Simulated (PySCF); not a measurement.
PySCF 2.14 output of an unrestricted LDA calculation on a single atom or ion in cc-pVDZ-X2C (8s7p5d3f1g, 84 functions), with the spin-free X2C one-electron Hamiltonian (Gaussian nucleus):

```
SCF conv_tol = 1e-09
number electrons alpha = 34  beta = 27
    P. A. M. Dirac.,  Math. Proc. Cambridge Philos. Soc. 26, 376 (1930)
    F. Bloch.,  Z. Phys. 57, 545 (1929)
    S. H. Vosko, L. Wilk, and M. Nusair.,  Can. J. Phys. 58, 1200 (1980)
cycle= 1 E= -10418.3665327515  delta_E= -0.0151  |g|= 0.302  |ddm|= 0.686
cycle= 2 E= -10418.335963913  delta_E= 0.0306  |g|= 0.513  |ddm|= 0.506
cycle= 3 E= -10418.3809651653  delta_E= -0.045  |g|= 0.0133  |ddm|= 0.331
cycle= 4 E= -10418.3810041328  delta_E= -3.9e-05  |g|= 0.0005  |ddm|= 0.0128
cycle= 5 E= -10418.3810042221  delta_E= -8.93e-08  |g|= 4.28e-05  |ddm|= 0.00109
cycle= 6 E= -10418.3810042225  delta_E= -4.49e-10  |g|= 2.74e-06  |ddm|= 5.5e-05
converged SCF energy = -10418.3810042225  <S^2> = 15.752342  2S+1 = 8.0005855
```

The run itself started from symmetry-adapted Hartree-Fock orbitals and held the occupation by maximum overlap, on a logarithmic radial grid, so the iterations belong to that start.

Question: Which element, charge and spin multiplicity is this?

Answer: Sm⁺ (samarium, charge +1), multiplicity 8; the state was [Xe] 4f6 6s1, high-spin 8F determinant.

Spin-orbit coupling, absent here, splits the open shell strongly.
